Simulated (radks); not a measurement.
Problem. The zirconium ion Zr13+ is in [Ar] 3d9. Method: scalar-relativistic Kohn-Sham, r2SCAN, spin-polarised, spherical densities, finite nucleus; meta-GGA in the generalised Kohn-Sham scheme; Fermi nuclear charge, rms radius of each element as measured or else 0.836 A^(1/3) + 0.57 fm; computed with a radial shooting solver on a logarithmic mesh with Libxc functionals. Open shells are filled with parallel spins first. One electron is removed from 3d, 3p, 2p, 3s in turn, with full relaxation. Which removal costs least, and what does each cost?

Solution. 3d 475.38 eV; 3p 620.05 eV; 3s 709.78 eV; 2p 2566.9 eV. The 3d electron leaves first.
